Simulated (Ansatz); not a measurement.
Consider the atomization: `CO[SiH](C)F` → 2 C• + F• + 7 H• + O• + Si•.

Computed with Ansatz on PBE0-D4/def2-TZVP structures; ΔE is electronic, products minus reactants. CCSD(T)/CBS is the MP2 limit (def2-TZVPP, def2-QZVPP) plus CCSD(T) − MP2 in def2-TZVPP, frozen cores. This one scheme is used for every species, atoms too. For atomizations the MP2-based limit and the directly extrapolated one differ by several kJ/mol either way, and by 10 to 25 for some Ge, Se and Sn compounds, so smaller differences from it don't rank the levels. DFT in def2-TZVPP. Open shells (•) are unrestricted, without spin–orbit coupling. Spin–orbit coupling would lower the free atoms: a little for C, F, O, Si. Each species was taken in one conformer, which may not be the lowest.

CCSD(T)/CBS gives +4675.4 kJ/mol.

Task: Another level gave +4668.8 kJ/mol. Which?
A. r2SCAN-D4/def2-TZVPP
B. LDA (SPW92)/def2-TZVPP
C. BHLYP/def2-TZVPP
D. r2SCANh-D4/def2-TZVPP

Result: A. r2SCAN-D4 4668.8, LDA (SPW92) 5276.1, r2SCANh-D4 4642.4, BHLYP 4516.7 kJ/mol.

Largest T1 diagnostic among the species: 0.012.

The D4 term adds +33.3 kJ/mol with B3LYP and +17.5 kJ/mol with PBE0; it sums over pairs of atoms, weighted by their polarisabilities, and B3LYP, whose exchange is more repulsive, gets the larger term. Leaving LDA and LC-ωPBE aside and taking each functional with its dispersion term where it has one, the values, not all of them listed here, spread over 167.7 kJ/mol, from BHLYP-D4 to PBE-D4. LDA lies +588.2 kJ/mol from PBE without D4, its usual overbinding. From r2SCAN to r2SCAN0 (25 % exact exchange), in def2-TZVPP and without D4, ΔE moves by −64.9 kJ/mol: exact exchange takes away binding that semilocal exchange gives to molecules.

B3LYP here is the variant with VWN-RPA as its local correlation; programs differ in this.
